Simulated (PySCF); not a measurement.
Molfile (atoms numbered from 1):
```
C3H6O4S
     RDKit          3D

 14 13  0  0  0  0  0  0  0  0999 V2000
   -2.0032    0.9110    0.4874 C   0  0  0  0  0  0  0  0  0  0  0  0
   -0.7310    0.4737    0.0490 O   0  0  0  0  0  0  0  0  0  0  0  0
   -0.5265   -0.8541    0.0288 C   0  0  0  0  0  0  0  0  0  0  0  0
    0.6886   -1.3566   -0.1272 C   0  0  0  0  0  0  0  0  0  0  0  0
    2.0522   -0.2165   -0.1700 S   0  0  0  0  0  6  0  0  0  0  0  0
    2.0340    0.5869    1.0142 O   0  0  0  0  0  0  0  0  0  0  0  0
    3.2406   -0.9182   -0.5168 O   0  0  0  0  0  0  0  0  0  0  0  0
    1.6594    0.7284   -1.4090 O   0  0  0  0  0  0  0  0  0  0  0  0
   -2.0347    1.9841    0.3114 H   0  0  0  0  0  0  0  0  0  0  0  0
   -2.8065    0.4232   -0.0727 H   0  0  0  0  0  0  0  0  0  0  0  0
   -2.1344    0.7161    1.5550 H   0  0  0  0  0  0  0  0  0  0  0  0
   -1.4105   -1.4832    0.1170 H   0  0  0  0  0  0  0  0  0  0  0  0
    0.9134   -2.3989   -0.2026 H   0  0  0  0  0  0  0  0  0  0  0  0
    1.0580    1.4037   -1.0868 H   0  0  0  0  0  0  0  0  0  0  0  0
  1  2  1  0
  2  3  1  0
  3  4  2  0
  4  5  1  0
  5  6  2  0
  5  7  2  0
  5  8  1  0
  1  9  1  0
  1 10  1  0
  1 11  1  0
  3 12  1  0
  4 13  1  0
  8 14  1  0
M  END
```

Geometry: GFN2-xTB; GIAO shifts from PySCF, gas phase, non-relativistic, averaged over equivalent atoms.

At PW91/STO-3G (50 basis functions, 7.3 s wall time on 1 thread of an Arm Neoverse V2, shared host):
```json
{"atoms": "C3", "δ (ppm)": "116.3"}
{"atoms": "C4", "δ (ppm)": "91.7"}
{"atoms": "C1", "δ (ppm)": "53.3"}
{"atoms": "O6/O7", "δ (ppm)": "137.9"}
{"atoms": "O8", "δ (ppm)": "90.4"}
{"atoms": "O2", "δ (ppm)": "42.9"}
{"atoms": "H12", "δ (ppm)": "5.27"}
{"atoms": "H13", "δ (ppm)": "5.11"}
{"atoms": "H9/H10/H11", "δ (ppm)": "2.91"}
{"atoms": "H14", "δ (ppm)": "1.70"}
```

δ = σ(ref) − σ, references computed at the same level: $^{13}$C (231.17 ppm) and $^{1}$H (32.96 ppm) vs TMS; $^{17}$O (333.10 ppm) vs H2O.

**Question.** What do these become at PBE0/pcSseg-1?

**Answer.** 
```csv
atoms,δ at PBE0/pcSseg-1,change
C3,160.6,+44.3
C4,122.3,+30.6
C1,61.7,+8.4
O6/O7,241.0,+103.1
O8,218.3,+127.9
O2,116.1,+73.2
H12,6.55,+1.28
H13,5.96,+0.85
H9/H10/H11,4.01,+1.10
H14,5.62,+3.92
```

References, each an isolated molecule treated in the same way: TMS for $^{13}$C (σ = 186.93 ppm), $^{1}$H (σ = 31.72 ppm); $^{17}$O (σ = 336.08 ppm) vs H2O.

The largest change is at O8 (oxygen bonded to S, H). Cost: 173 basis functions, 18 s wall time on 1 thread of an Arm Neoverse V2, shared host. The order of the carbon signals is the same at both levels.

Experimental scales use liquid or dissolved standards, which lie at an offset from isolated H2O (liquid H2O: subtract about 36 ppm).
